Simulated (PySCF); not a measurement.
Potential energy of NbN along the bond

Set-up: basis Nb def2-TZVPP with ECP28, N def2-TZVPP; scalar-relativistic core potentials; PySCF 2.14. Energies in eV from Nb (4d4 5s1) + N in their ground configurations at the same level. State: ³Δ (triplet), unpaired electrons σ ↑, δ ↑.

All columns are PBE0. A positive dipole means Nb(−)N(+).

| R (Å) | E (eV) | μ (D) | Mulliken charge on Nb (basis-dependent) | HOMO (eV) | LUMO (eV) | Mayer bond order | ⟨S²⟩ |
| --- | --- | --- | --- | --- | --- | --- | --- |
| 1.411 | -3.787 | -1.83 | 0.44 | -4.76 | -2.23 | 3.02 | 2.01 |
| 1.477 | -4.958 | -2.43 | 0.48 | -4.93 | -2.37 | 3.01 | 2.01 |
| 1.542 | -5.621 | -2.96 | 0.50 | -5.09 | -2.51 | 3.00 | 2.01 |
| 1.592 | -5.863 | -3.33 | 0.50 | -5.20 | -2.61 | 3.00 | 2.02 |
| 1.641 | -5.931 | -3.65 | 0.50 | -5.30 | -2.71 | 2.99 | 2.03 |
| 1.690 | -5.863 | -3.94 | 0.50 | -5.39 | -2.81 | 2.99 | 2.04 |
| 1.756 | -5.613 | -4.27 | 0.48 | -5.50 | -2.93 | 2.96 | 2.08 |
| 1.838 | -5.138 | -4.54 | 0.46 | -5.61 | -3.05 | 2.85 | 2.21 |
| 1.936 | -4.486 | -4.61 | 0.42 | -5.67 | -3.12 | 2.52 | 2.56 |
| 2.068 | -3.683 | -4.50 | 0.37 | -5.68 | -3.09 | 2.01 | 3.08 |

A fit through these points gives, at Re = 1.639 Å, μ = -3.64 D and dμ/dR = -6.32 D/Å; the reduced mass is 12.17 u.

How strong is the fundamental in the double-harmonic approximation, I = 42.26·(dμ/dR)²/μred km/mol?

I = 42.26·(-6.32)²/12.17 = 139 km/mol at PBE0.

The metal atom is held in its measured ground configuration; semilocal functionals can put another filling of s and d lower by some tenths of an eV, and De to that atom would be smaller. ⟨S²⟩ of the unrestricted solution departs from its pure value on part of the curve, where spin states mix. These are scalar-relativistic numbers at best; spin–orbit coupling would shift them, the dissociation energy most. The state is the lowest single determinant that the PBE0 search found; with open d or f shells the true ground state can be another one.
